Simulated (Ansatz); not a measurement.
Cartesian coordinates in Å:
```
C -0.840 0.958 -0.787
C -0.068 0.083 0.165
Si -0.323 0.212 1.983
C 0.834 -0.797 -0.307
N 1.177 -0.958 -1.625
H -1.371 0.367 -1.545
H -1.595 1.557 -0.275
H -0.184 1.657 -1.320
H -1.742 -0.053 2.363
H -0.008 1.575 2.504
H 0.551 -0.775 2.678
H 1.399 -1.427 0.374
H 1.613 -1.823 -1.890
H 0.556 -0.576 -2.318
```

The species carries charge 0 and has multiplicity 1.

(1) List the PBE0/def2-TZVPP orbital energies in eV (Ansatz). (Estimate.)

Answers

(1) The calculation gave: Occupied: -1801.89, -391.80, -279.15, -278.05, -277.57, -144.25, -98.91, -98.90, -98.88, -25.85, -21.53, -19.10, -16.05, -15.40, -13.83, -13.07, -11.73, -11.65, -10.32, -9.87, -9.23, -9.19, -8.70, -6.00. Lowest empty: 0.60, 0.74, 1.32, 1.68, 1.95, 2.03, 2.21, 3.11.
